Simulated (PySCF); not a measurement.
# Reading the logs of faulty runs: H6N2Si2

These are calculations, not measurements. They come from PySCF 2.14.0, an open-source quantum chemistry program, on an isolated molecule that a program drew, which may never have been made. The molecule is H6N2Si2 (charge 0, singlet), drawn as the SMILES string `N[Si][SiH2]N`.

Each row is a Hartree-Fock (HF) and frozen-core CCSD(T) single point in the cc-pV(D+d)Z basis, meant for a local HF minimum. Run 1 is clean. Each other run has one planted mistake out of seven kinds, and not every kind appears here: one electron removed, one electron added, multiplicity raised by two, geometry at a saddle point, minimal basis STO-3G, one bond length entered in bohr, all coordinates scaled. The reference is restricted for singlets and unrestricted otherwise, and also for a bond in bohr. Adding or removing an electron swaps singlet and doublet. Electrons count all cores. HOMO and LUMO are orbital energies over both spins, the gradient is its largest component, and the lowest frequency (negative if imaginary) is given only where the gradient is small. Bond lengths are over the 9 bonds as drawn. T1 is the CCSD diagnostic: over 0.02 (restricted) or 0.045 (unrestricted) a single reference is doubtful.

Geometry of the clean run:
```xyz
10
H6N2Si2, angstrom
N    -1.5887    0.4077   -1.8708
Si   -1.1376    1.0912   -0.3744
Si   -0.0794   -0.8993    0.5234
N    -0.1525   -0.9009    2.2560
H    -1.4613   -0.5408   -2.1727
H    -2.0444    0.9552   -2.5776
H     1.3623   -0.9116    0.1506
H    -0.6594   -2.1233   -0.1193
H     0.3233   -1.6249    2.7632
H    -1.0287   -0.7016    2.7021
```

```
run,electrons,basis functions,<S^2>,HOMO (eV),LUMO (eV),gradient (hartree/bohr),lowest frequency (cm^-1),mean bond (Å),longest bond (Å),T1,HF (hartree),CCSD(T) (hartree),mistake
1,48,104,0.000,-7.86,1.57,3.2e-05,33,1.4299,2.426,0.0157,-690.27725,-690.87475,no fault
2,49,104,0.768,0.03,8.02,4.8e-02,-,1.4299,2.426,0.0162,-690.24665,-690.84969,one electron added
3,48,34,0.000,-5.12,6.87,4.7e-02,-,1.4299,2.426,0.0182,-682.15585,-682.36934,minimal basis STO-3G
4,48,104,2.013,-6.48,0.62,3.0e-02,-,1.4299,2.426,0.0193,-690.22941,-690.80238,multiplicity raised by two
5,48,104,0.000,-7.48,2.00,1.0e-01,-,1.3083,2.220,0.0132,-690.19109,-690.77416,?
6,48,104,1.090,-7.60,1.55,1.8e-02,-,1.6013,3.277,0.0303,-690.16319,-690.72810,?
```

**Which mistake was planted in run 5, and what did it cost?**

The mean and the longest bond both change by the same factor, 0.915, and the gradient is no longer small. So the mistake is: all coordinates scaled. Subtracting run 1 and multiplying by 627.51 kcal/mol a hartree, the energy moved by 54.1 kcal/mol in HF and 63.1 kcal/mol in CCSD(T).

**Which mistake was planted in run 6, and what did it cost?**

The mean bond changes by a factor of 1.120 and the longest by 1.351, so the molecule wasn't scaled as a whole. A length L in bohr read as angstrom grows by (1/0.5292 - 1) L = 0.890 L. The 9 bonds together grew by 9 x 0.1714 = 1.543 Å, which gives L = 1.734 Å. That is bond Si3-N4, 1.734 Å in the clean geometry. So the mistake is: one bond length entered in bohr. Subtracting run 1 and multiplying by 627.51 kcal/mol a hartree, the energy moved by 71.6 kcal/mol in HF and 92.0 kcal/mol in CCSD(T).

Cautions from the logs. Run 2: the HOMO is above zero, so the electron isn't bound and the energy depends on the basis.
